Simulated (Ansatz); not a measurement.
Reaction (atomization): `[F][Sn]([F])([F])[I]` → 3 F• + I• + Sn•

Gas-phase electronic energies from Ansatz, PBE0-D4/def2-TZVP geometries. CBS: MP2 limit from def2 TZ/QZ plus the TZ coupled-cluster correction, frozen cores. This one scheme is used for every species, atoms too. DFT in def2-TZVPP. No spin–orbit coupling; open shells (•) take unrestricted orbitals. Spin–orbit coupling would lower the free atoms: a little for F; strongly for I, Sn. Elements past krypton have def2 core potentials. For I, Sn outer-core shells are correlated without core-valence functions, so the limit isn't a true one: a few kJ/mol of doubt a bond, and 10 to 20 or more in all where bonds break to atoms.

Task: What is ΔE at CCSD(T)/CBS? (Estimate.)

Result: Ansatz gave: +1582.1 kJ/mol.

Task: What do these levels give: r2SCAN-D4, PBE0-D4, r2SCANh-D4, PBE-QIDH, r2SCANh, BHLYP? (An estimate is asked.)

Result: Computed: r2SCAN-D4 1548.0, PBE0-D4 1506.9, r2SCANh-D4 1513.1, PBE-QIDH 1501.2, r2SCANh 1509.7, BHLYP 1382.5 kJ/mol.

Largest T1 diagnostic among the species: 0.013.

Leaving LDA and LC-ωPBE aside and taking each functional with its dispersion term where it has one, the values, not all of them listed here, spread over 190.3 kJ/mol, from BHLYP-D4 to PBE-D4. LDA lies +277.0 kJ/mol from PBE without D4, its usual overbinding. In def2-TZVPP, CCSD(T) changes the Hartree–Fock value by +507.7 kJ/mol (the triples alone add +48.7 kJ/mol) and MP2 by +603.0 kJ/mol; breaking electron pairs costs correlation energy, which Hartree–Fock lacks.

For atomizations the MP2-based limit and the directly extrapolated one differ by several kJ/mol either way, and by 10 to 25 for some Ge, Se and Sn compounds, so smaller differences from it don't rank the levels.
